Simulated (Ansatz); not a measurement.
## Low-lying states of CuH

Program: Ansatz, Gaussian basis, development build. State-averaged CASSCF with equal weights; occupations are averaged over the states; levels count from the state that is lowest in CASSCF. CASSCF levels without dynamic correlation can be off by over 1 eV. Solutions may break the symmetry of the shape. Lower solutions, or ones in other orbitals, may exist. The basis is small, far from the limit. The average may hold one member of a degenerate pair alone.

Geometry: bond length 1.6093 Å.

Basis cc-pVTZ, nonrelativistic, 5 orbitals frozen in the corrections; active space CAS(2,2). Averaged: 1 singlet, 1 triplet.

(1) Give the levels in order, with their spins.

Geometry: bond length 2.1945 Å. A bond is stretched, to 1.35 times the sum of the covalent radii.

Basis def2-SVP, nonrelativistic, 5 orbitals frozen in the corrections; active space CAS(12,7). Averaged: 2 singlets.

CASSCF levels: singlet 0.00, singlet 3.38 eV.

(2) How does SC-NEVPT2 move them?

## Answers

(1) 

```json
{"state": "singlet", "CASSCF (eV)": "0.000"}
{"state": "triplet", "CASSCF (eV)": "2.472"}
```

Occupations: 1.48, 0.52.

(2) singlet 0.00, singlet 3.17 eV, in the same order of listing. The lowest state stays.
